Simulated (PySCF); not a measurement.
RuO4, SMILES [O]=[Ru](=[O])(=[O])=[O], multiplicity 1.

Geometry optimised at r2SCAN-D4/def2-SVP. The spin state was assumed, not searched. The isomer is the one that the SMILES or the coordinates give; other isomers of the formula were not compared. The def2 effective core potentials stand for the cores of Ru; spin–orbit coupling is left out.

Two levels are set side by side: PBE/def2-TZVPD (PySCF) and PBE0/def2-TZVPD (PySCF). Same geometry, gas phase. Differences are taken from unrounded values.

| quantity | PBE0 | PBE | PBE minus PBE0 |
|---|---|---|---|
| orbital gap (eV) | 5.24 | 3.26 | -1.98 |
| highest occupied level (eV) | -10.45 | -8.88 | 1.57 |
| lowest empty level (eV) | -5.22 | -5.62 | -0.41 |
| mean polarisability (bohr³) | 49.7 | 50.6 | 0.9 |

Without exact exchange PBE keeps part of each electron's self-repulsion, which lifts occupied levels and narrows the gap. Differences between two approximate levels are no errors against the true value.

Rough cost on one machine, each run with all the roots and properties that it gave: PBE0 against PBE within a factor of 2.
